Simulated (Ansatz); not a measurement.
Isolated molecules relaxed with PBE0-D4/def2-TZVP in Ansatz; ΔE leaves out vibrations. CCSD(T)/CBS adds triple-zeta CCSD(T) − MP2 to the extrapolated MP2 energy (def2 sets, frozen cores). Functionals use def2-TZVPP. B3LYP here is the variant with VWN-RPA as its local correlation; programs differ in this. One conformer a species, not always the lowest.

Reaction (redistribution): `NC[SiH2]N` + `N[SiH](O)[Si](N)(O)O` → `N[SiH2][Si](N)(O)O` + `NC[SiH](N)O`

`NC[SiH2]N`:

```xyz
12

N     1.456    0.155   -0.784
C     0.025    0.293   -1.062
Si   -0.901    0.271    0.572
N    -0.509   -1.222    1.324
H     1.990    0.067   -1.640
H     1.804    0.977   -0.304
H    -0.306   -0.584   -1.627
H    -0.246    1.176   -1.661
H    -2.375    0.356    0.379
H    -0.494    1.496    1.336
H     0.457   -1.508    1.251
H    -0.900   -1.477    2.216
```

`N[SiH](O)[Si](N)(O)O`:

```xyz
15

N    -1.200   -2.016    0.090
Si    0.178   -1.136    0.581
O     1.658   -1.621   -0.024
Si    0.092    1.031   -0.300
N    -0.418    2.369    0.629
O    -0.959    0.854   -1.558
O     1.633    1.421   -0.726
H    -1.519   -2.861    0.532
H    -1.618   -1.862   -0.812
H     0.230   -1.296    2.064
H     2.000   -2.475    0.243
H     0.235    2.846    1.228
H    -1.364    2.446    0.962
H    -1.147    1.647   -2.066
H     2.199    0.652   -0.843
```

`N[SiH2][Si](N)(O)O`:

Cartesian coordinates in Å:
```
N -2.137 -0.264 1.007
Si -1.073 1.039 0.606
Si 0.683 0.031 -0.560
N 1.834 -0.914 0.305
O 1.532 1.228 -1.301
O -0.094 -1.018 -1.569
H -2.949 -0.094 1.580
H -2.354 -0.919 0.271
H -0.595 1.648 1.880
H -1.685 2.156 -0.181
H 1.514 -1.756 0.761
H 2.504 -0.439 0.892
H 2.375 0.985 -1.690
H 0.447 -1.684 -2.001
```

`NC[SiH](N)O`:

Z-matrix (Å, degrees):
```
C
Si 1 1.871
N 1 1.464 2 107.4
H 1 1.101 2 111.2 3 -126.3
H 1 1.095 2 107.5 3 117.2
O 2 1.654 1 102.5 3 61.3
N 2 1.710 1 113.4 3 -58.5
H 2 1.490 1 112.6 3 -178.8
H 3 1.012 1 111.4 2 178.5
H 3 1.013 1 109.8 2 -62.9
H 6 0.958 2 115.6 1 -159.8
H 7 1.005 2 120.8 1 -113.0
H 7 1.008 2 119.7 1 34.8
```

```csv
level,ΔE (kJ/mol),difference from CCSD(T)/CBS
PBE-D4,-0.9,2.7
r2SCAN-D4,-2.7,0.9
PBE0-D4,-2.5,1.1
B3LYP-D4,-1.8,1.8
ωB97X-V,-2.6,1.0
ωB97M-V,-2.5,1.1
B2PLYP,-2.8,0.8
PBE,-1.2,2.4
r2SCAN,-2.9,0.7
PBE0,-2.8,0.8
B3LYP,-2.4,1.2
HF/def2-TZVPP,-6.4,-2.8
MP2/def2-TZVPP,-3.7,-0.1
SCS-MP2/def2-TZVPP,-3.9,-0.3
CCSD/def2-TZVPP,-4.9,-1.3
CCSD(T)/def2-TZVPP,-4.4,-0.8
HF/def2-QZVPP,-6.4,-2.8
MP2/def2-QZVPP,-3.2,0.4
SCS-MP2/def2-QZVPP,-3.5,0.1
HF/CBS(def2),-6.4,-2.8
MP2/CBS(def2),-2.9,0.7
CCSD/CBS(def2),-4.2,-0.6
CCSD(T)/CBS,-3.6,0
```

Largest T1 diagnostic among the species: 0.012.
